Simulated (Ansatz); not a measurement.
# Energy profile

The step: SiH₃Cl ([SiH3][Cl]) + GeH₃ → SiH₂Cl ([SiH2][Cl]) + GeH₄; bonds formed: H1–Ge4; bonds broken: H1–Si2 (atoms numbered as in the saddle structure below).

H1  (0.110, -0.037, 0.326)
Si2  (-1.465, -0.998, 0.223)
Cl3  (-1.911, -0.637, -1.755)
Ge4  (1.496, 0.944, 0.005)
H5  (-2.582, -0.473, 1.053)
H6  (-1.319, -2.467, 0.404)
H7  (2.319, 0.280, -1.110)
H8  (2.332, 1.051, 1.292)
H9  (1.020, 2.337, -0.437)
(Å)

Electronic energies by CCSD(T) at an estimated basis limit (MP2 extrapolated from triple and quadruple zeta, plus CCSD(T) − MP2 in triple zeta), on PBE0-D4/def2-TZVP structures; GeSiH₆Cl, doublet; no counterpoise correction; spin–orbit coupling, which lowers free halogen atoms and radicals such as OH and SH, is left out. Computed with Ansatz 0.2.0 (basis: def2-TZVPP and def2-QZVPP); correlated methods freeze the cores; orbitals are unrestricted. Filled d shells of the heavier atoms are correlated. The def2 sets are not built for correlating such inner shells, so the correlated values are less sure here. Extrapolation: Hartree–Fock as exp(−7.88 √X), correlation as X^−2.97.

(1) Give the profile in kJ/mol, counted from the separated reactants. (An estimate is asked for; the value comes from the calculation.)

T1 diagnostic: at most 0.014. ⟨S²⟩ of the unrestricted Hartree–Fock references: 0.75 to 0.78 (a pure state has 0.75). The start structure is not quite a true minimum (one mode of 45i cm⁻¹). The end structure is not quite a true minimum (one mode of 45i cm⁻¹).

Answers

(1) By the calculation:
```
                                                                                                    point  kJ/mol
separated: SiH₃Cl (linked as [SiH3][Cl]; H1, Si2, Cl3, H5, H6; singlet) + GeH₃ (Ge4, H7, H8, H9; doublet)     0.0
                                                                                          start structure    -5.2
                                                                                                   saddle    48.5
                                                                                            end structure    19.7
separated: GeH₄ (H1, Ge4, H7, H8, H9; singlet) + SiH₂Cl (linked as [SiH2][Cl]; Si2, Cl3, H5, H6; doublet)    25.0
```

Radical steps of this kind take place in plasma deposition and etching.

For scale, one of the runs: CCSD(T)/def2-TZVPP, 216 basis functions, launched by `ansatz run in.yaml --threads 8 --pin off --events-out ev --progress --plain --max-ram 19148MiB`. The run took 3.1 min on 8 CPU threads of an Intel Xeon (shared host), with 7.9 GiB of host memory at its peak.
